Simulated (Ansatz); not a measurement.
Compare A (`C=C[Si](N)(O)O`) with its isomer B (`OCN1CO[SiH2]1`).

Gas-phase electronic energies from Ansatz, PBE0-D4/def2-TZVP geometries. CBS: MP2 limit from def2 TZ/QZ plus the TZ coupled-cluster correction, frozen cores. DFT in def2-TZVPP. B3LYP here is the variant with VWN-RPA as its local correlation; programs differ in this. One conformer a species, not always the lowest.

Which is lower in electronic energy at CCSD(T)/CBS, and by how much? (An estimate is asked.)

The calculation gave: A, by 80.7 kcal/mol.

Give E(B) − E(A) in kcal/mol with ωB97M-V, HF/def2-TZVPP, MP2/def2-TZVPP, B3LYP-D4, B3LYP, r2SCAN-D4, CCSD(T)/def2-TZVPP. (Best estimate.)

Ansatz gave: ωB97M-V 77.8, HF/def2-TZVPP 79.2, MP2/def2-TZVPP 79.9, B3LYP-D4 78.6, B3LYP 78.0, r2SCAN-D4 77.8, CCSD(T)/def2-TZVPP 78.5. None reverses the order clearly.

Largest T1 diagnostic: 0.011.
